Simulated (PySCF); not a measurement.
germanium monoxide (GeO), singlet, geometry from GFN2-xTB; CAMB3LYP/aug-cc-pVDZ, polarisability (PySCF).

PySCF was given this input:
```python
from pyscf import gto, scf, dft
from pyscf.prop import polarizability

mol = gto.M(
    atom='''
Ge   -0.000000   -0.000000   -0.315157
O     0.000000    0.000000    1.260628
''',
    basis='aug-cc-pvdz',
    charge=0,
    spin=0,
    verbose=4,
)

mf = dft.RKS(mol)
mf.xc = 'camb3lyp'
mf.kernel()
alpha = mf.Polarizability().polarizability()[2, 2]
print('alpha_zz =', alpha)
```

It wrote (shortened):

```
site-packages/pyscf/prop/efg/rhf.py:45: UserWarning: Module EFG is under testing
  warnings.warn('Module EFG is under testing')
site-packages/pyscf/prop/efg/dhf.py:30: UserWarning: Module EFG is under testing
  warnings.warn('Module EFG is under testing')
site-packages/pyscf/prop/zfs/uhf.py:40: UserWarning: Module ZFS is under testing
  warnings.warn('Module ZFS is under testing')
site-packages/pyscf/prop/gtensor/uhf.py:43: UserWarning: Module g-tensor is under testing
  warnings.warn('Module g-tensor is under testing')
site-packages/pyscf/prop/gtensor/uks.py:41: UserWarning: Module g-tensor is under testing
  warnings.warn('Module g-tensor is under testing')
site-packages/pyscf/prop/hfc/uks.py:35: UserWarning: Module HFC is under testing
  warnings.warn('Module HFC is under testing')
site-packages/pyscf/prop/magnetizability/rhf.py:39: UserWarning: Module magnetizability is under testing
  warnings.warn('Module magnetizability is under testing')
site-packages/pyscf/prop/magnetizability/uhf.py:37: UserWarning: Module magnetizability is under testing
  warnings.warn('Module magnetizability is under testing')
site-packages/pyscf/prop/magnetizability/rks.py:37: UserWarning: Module magnetizability is under testing
  warnings.warn('Module magnetizability is under testing')
site-packages/pyscf/prop/magnetizability/uks.py:39: UserWarning: Module magnetizability is under testing
  warnings.warn('Module magnetizability is under testing')
site-packages/pyscf/prop/polarizability/uhf.py:34: UserWarning: Module polarizability is under testing
  warnings.warn('Module polarizability is under testing')
site-packages/pyscf/prop/polarizability/rks.py:29: UserWarning: Module polarizability is under testing
  warnings.warn('Module polarizability is under testing')
site-packages/pyscf/prop/polarizability/uks.py:29: UserWarning: Module polarizability is under testing
  warnings.warn('Module polarizability is under testing')
PySCF version 2.14.0

[INPUT] verbose = 4
[INPUT] num. atoms = 2
[INPUT] num. electrons = 40
[INPUT] charge = 0
[INPUT] spin (= nelec alpha-beta = 2S) = 0
[INPUT] symmetry False subgroup None
[INPUT] Mole.unit = angstrom
[INPUT] Symbol           X                Y                Z      unit          X                Y                Z       unit  Magmom
[...]
nuclear repulsion = 85.9694476058092
number of shells = 17
number of NR pGTOs = 121
number of NR cGTOs = 59
basis = aug-cc-pvdz
ecp = {}

******** <class 'pyscf.dft.rks.RKS'> ********
method = RKS
initial guess = minao
damping factor = 0
level_shift factor = 0
DIIS = <class 'pyscf.scf.diis.CDIIS'>
diis_start_cycle = 1
diis_space = 8
diis_damp = 0
SCF conv_tol = 1e-09
SCF conv_tol_grad = None
SCF max_cycles = 50
direct_scf = True
direct_scf_tol = 1e-13
XC library pyscf.dft.libxc version 7.1.2
    S. Lehtola, C. Steigemann, M. J. T. Oliveira, and M. A. L. Marques,  SoftwareX 7, 1–5 (2018)
XC functionals = camb3lyp
    T. Yanai, D. P. Tew, and N. C. Handy,  Chem. Phys. Lett. 393, 51 (2004)
radial grids:
    Treutler-Ahlrichs [JCP 102, 346 (1995); DOI:10.1063/1.469408] (M4) radial grids

becke partition: Becke, JCP 88, 2547 (1988); DOI:10.1063/1.454033
pruning grids: <function nwchem_prune>
grids dens level: 3
symmetrized grids: False
atomic radii adjust function: <function treutler_atomic_radii_adjust>
small_rho_cutoff = 0
Set gradient conv threshold to 3.16228e-05
Initial guess from minao.
tot grids = 34728
init E= -2151.69720156931
[...]
cycle= 1 E= -2152.06053596025  delta_E= -0.363  |g|= 1.01  |ddm|= 1.45
[...]
cycle= 2 E= -2150.08812855476  delta_E= 1.97  |g|= 2.88  |ddm|= 2.48
[...]
cycle= 3 E= -2152.3006037942  delta_E= -2.21  |g|= 0.0741  |ddm|= 1.86
[...]
cycle= 4 E= -2152.30284732561  delta_E= -0.00224  |g|= 0.035  |ddm|= 0.224
[...]
cycle= 5 E= -2152.30309372611  delta_E= -0.000246  |g|= 0.0121  |ddm|= 0.0251
[...]
cycle= 6 E= -2152.30312361911  delta_E= -2.99e-05  |g|= 0.00384  |ddm|= 0.00887
[...]
cycle= 7 E= -2152.30312667329  delta_E= -3.05e-06  |g|= 0.000601  |ddm|= 0.0026
[...]
cycle= 8 E= -2152.30312675013  delta_E= -7.68e-08  |g|= 6.74e-05  |ddm|= 0.000395
[...]
cycle= 9 E= -2152.30312675113  delta_E= -1.01e-09  |g|= 1.86e-06  |ddm|= 5.52e-05
[...]
cycle= 10 E= -2152.30312675114  delta_E= -1.36e-12  |g|= 5.76e-07  |ddm|= 7.84e-06
[...]
Extra cycle  E= -2152.30312675114  delta_E=    0  |g|= 9.44e-07  |ddm|= 1.67e-06
converged SCF energy = -2152.30312675114
Isotropic polarizability 29.9814455442
Polarizability anisotropy 10.0008583087
alpha_zz = 36.64868441671766
```
